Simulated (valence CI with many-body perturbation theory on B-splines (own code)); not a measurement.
Values are calculated unless marked as measured or tabulated.
## W67+ in three bases

Method: valence CI with perturbative core correlation (CI+MBPT): five valence electrons over a frozen Dirac-Fock core [He], radial functions for each j: 9 s, 9 p, 8 d, 6 f, 3 g, 1 h, with the one-electron correlation potential Σ1, the two-electron term Σ2, the three-electron term Σ3, Breit, model QED; selected CI, second order for the rest, scaled by the run's own slope (own B-spline code, finite nucleus).

The last digits are not significant, and no measured levels were compared; by estimate large intervals hold to a few tenths of a per cent, small ones and those within an open d or f shell to about a per cent. Among the levels kept, up to 3900 cm⁻¹ of a level comes from second order outside the variational space, and about a tenth of that is noise between levels of different J, which matters for small intervals.

The reference run has the lowest level (2s^2 2p1/2^2 2p3/2) J=3/2 and an ionisation energy of 16635.3 eV. Its largest variational space holds 20000 state functions.

Levels are named by their leading jj configuration (3d3/2^4 stands for four electrons in 3d with j = 3/2), which in mixed levels can hold well under half, so a name can repeat and another be missing. Letters in brackets count levels of one name in rising energy.

Changed runs:
A. basis 6 s, 6 p, 5 d, 3 f, 1 g
B. basis 5 s, 5 p, 4 d, 2 f

Excitation energies of the reference run in × 10³ cm⁻¹, and shifts in cm⁻¹:

```csv
Level,Reference,A,B
(2s^2 2p1/2 2p3/2^2) J=3/2,11192,+81,-223
(2s^2 2p1/2 2p3/2^2) J=5/2,11378,+269,+255
(2s^2 2p1/2 2p3/2^2) J=1/2,11804,+111,+193
(2s 2p1/2^2 2p3/2^2) J=5/2,13986,+0.6,-374
(2s 2p1/2^2 2p3/2^2) J=1/2,14843,-68,-124
(2s 2p1/2^2 2p3/2^2) J=3/2,14853,+100,+122
(2s^2 2p3/2^3) J=3/2,23021,+199,+28
(2s 2p1/2 2p3/2^3) J=3/2 [a],25403,-42,-576
(2s 2p1/2 2p3/2^3) J=5/2,25736,+242,+28
(2s 2p1/2 2p3/2^3) J=1/2,26262,+135,-43
(2s 2p1/2 2p3/2^3) J=3/2 [b],26328,+253,+266
(2p1/2^2 2p3/2^3) J=3/2,29411,-86,-272
Ionisation energy (eV),16635.3,-0.0057,-0.1
```
